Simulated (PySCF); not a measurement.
## Correlation energy of Ne²⁺ (neon, charge +2)

[He] 2s2 2p4, high-spin 3P determinant. Calculation: PySCF 2.14, in aug-cc-pwCVTZ (7s6p4d2f, 59 functions); no relativity, point nucleus. Frozen: 1s2; 6 electrons correlated.

| level | correlation energy (mhartree) |
| --- | --- |
| CCSD | -166.87 |
| (T) | -1.73 |
| CCSD(T) | -168.60 |

Diagnostics: T1 = 0.0028, D1 = 0.0064, largest double amplitude 0.022.

Cost of the coupled-cluster step: roughly 3 core-seconds, for 6 correlated electrons.
